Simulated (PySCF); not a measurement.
**Correlation energy of Si⁺ (silicon, charge +1)**

[Ne] 3s2 3p1, 2P determinant. Computed with PySCF 2.14 in aug-cc-pCVTZ-DK, with scalar relativity by spin-free X2C-1e. Frozen: [Ne]; 3 electrons correlated.

| level | correlation energy (mhartree) |
| --- | --- |
| CCSD | -58.91 |
| (T) | -1.10 |
| CCSD(T) | -60.01 |

Diagnostics: T1 = 0.015, D1 = 0.0323, largest double amplitude 0.104.

Question: Is a single reference adequate?

Answer: Mostly. T1 lies below 0.03, but a double amplitude of this size points to a near-degeneracy that CCSD handles and MP2 describes poorly.
